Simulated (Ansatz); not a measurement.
Species: sum formula SiClF₂, charge 0, multiplicity 2. It need not be the lowest isomer of its formula. 
Coordinates optimised at B3LYP-D3(BJ)/def2-TZVP (Ansatz, an electronic-structure program):
```
Si
F 1 1.5919
F 1 1.5919 2 106.88
Cl 1 2.0513 2 108.92 3 117.54
```
Charge 0, spin multiplicity 2.

Basis-set convergence of Hartree-Fock and CCSD(T) correlation energies (hartree) with Ansatz. Cores are frozen in the correlated levels unless marked. UHF or UKS for open shells. Spin-orbit coupling is left out. No relativistic terms.

| basis | functions | E(HF) | E(corr, CCSD(T)) |
|---|---|---|---|
| cc-pV(D+d)Z | 74 | -947.45701 | -0.61227 |
| cc-pV(T+d)Z | 138 | ___ | ___ |

**Question.** What belongs in the gaps?

**Answer.** 
- cc-pV(T+d)Z, E(HF): -947.57571
- cc-pV(T+d)Z, E(corr, CCSD(T)): -0.82381
